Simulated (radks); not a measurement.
Problem. Coherent X-ray form factor from a spherical all-electron density. All-electron calculation, Dirac Kohn-Sham, LB94 model potential, spin-unpolarised, spherical densities, finite nucleus; Fermi nuclear charge, rms radius of each element as measured or else 0.836 A^(1/3) + 0.57 fm. Program: a radial shooting solver on a logarithmic mesh with Libxc functionals.

sin(theta)/lambda (1/angstrom)  f0 (electrons)
0.05                                    47.900
0.1                                     47.601
0.15                                    47.110
0.2                                     46.436
0.25                                    45.593
0.3                                     44.596
0.4                                     42.218
0.5                                     39.466
0.6                                     36.516
0.8                                     30.643
1                                       25.553
1.25                                    20.847
1.5                                     17.772
2                                       14.113

The species is in the configuration that NIST lists as its ground one. Which atom or ion scatters so?

Solution. The tungsten ion W26+, [Kr] 4d10 4f2. Extrapolating in s^2 from the first two rows gives f0(0) = 48.0, near the electron count 48; among species with that count, the fall with angle is slower the higher Z, and the table is that of Z = 74; from so few rows the species is fixed only to a neighbour or two.
